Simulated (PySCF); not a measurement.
A structure optimised at PBE-D3(BJ)/def2-SVP, used in a PySCF frequency run:

```
C
C 1 1.3425
H 2 1.1004 1 122.22
H 1 1.1012 2 121.66 3 -179.67
C 1 1.5009 4 116.35 2 -179.70
F 5 1.3684 1 111.41 4 -176.51
F 5 1.3722 6 108.14 1 -120.70
H 5 1.1168 6 107.75 7 -115.67
Cl 2 1.7283 3 114.13 1 -179.91
```
Charge 0, spin multiplicity 1.

### Question
Write its SMILES and formula.

### Answer
FC(F)/C=C/Cl, C3H3ClF2

### Question
What are its rotational constants (standard atomic weights)?

### Answer
8.2107, 1.1595, 1.0549 GHz
